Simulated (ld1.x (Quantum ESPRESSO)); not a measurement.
PBEsol PAW dataset for O, scalar-relativistic all-electron reference.

O (Z = 8), PAW, made with ld1.x (Quantum ESPRESSO) 7.5 (PBEsol, scalar-relativistic). Core [He], reference 2s1 2p5. Waves: 2s (bound): rcut 0.65, rcutus 0.80 bohr; 2s channel at -1.45 Ry: rcut 0.65, rcutus 0.80 bohr; 2p (bound): rcut 0.80, rcutus 1.10 bohr; 2p channel at 1 Ry: rcut 0.80, rcutus 1.10 bohr; 3d channel at 0.45 Ry: rcut 0.80, rcutus 1.05 bohr. Local part: all-electron potential smoothed inside 0.75 bohr (lloc = -1). Core correction: Bessel-smoothed model core inside 0.75 bohr. Augmentation charge: BESSEL, radius 0.60 bohr.

All-electron outer shells of the reference configuration (PBEsol, scalar-relativistic, ld1.x):

```tsv
shell	level (eV)	outermost node (bohr)	outermost maximum (bohr)
1s	-513.46	–	0.13
2s	-24.27	0.28	0.87
2p	-9.40	–	0.82
```

(1) Estimate the cutoffs (Ry, on a coarse ladder) from which the occupation-weighted sum of valence levels, in a spherical-Bessel basis at the reference potential, stays within 10 and 1 mRy of its value at 400 Ry.

(2) Does the potential have ghost states?

(3) Is the overlap operator S = 1 + Σ q|β⟩⟨β| positive definite (Bessel basis up to 400 Ry)?

Answers

(1) 60 Ry and 100 Ry.

(2) No extra level below or beside the all-electron valence levels (s, p, d, f tested).

(3) Yes: its lowest eigenvalue is 0.20 (d channel).

Its largest configuration-test error is -6.2 meV (2s2 2p1). Test run stopped at test 7 of 7 (negative rho).
